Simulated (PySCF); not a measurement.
The PySCF input:
```python
from pyscf import gto, scf, dft

mol = gto.M(
    atom='''
C    -0.565526    0.436848   -0.015383
F     0.532153   -0.257294    0.015555
H    -1.396222   -0.305438   -0.047703
''',
    basis='cc-pvdz',
    charge=0,
    spin=0,
    verbose=4,
)

mf = dft.RKS(mol)
mf.xc = 'hse06'
mf.kernel()
```

Problem. What does this run give for the dipole moment, nuclear repulsion energy, number of basis functions, Mulliken (on the basis functions themselves) charges in atom order, HOMO-LUMO gap?

Solution. 
dipole moment: 1.50 D
nuclear repulsion energy: 27.3128 Eh
number of basis functions: 33
Mulliken (on the basis functions themselves) charges in atom order: C1 0.02, F2 -0.07, H3 0.06
HOMO-LUMO gap: 3.56 eV
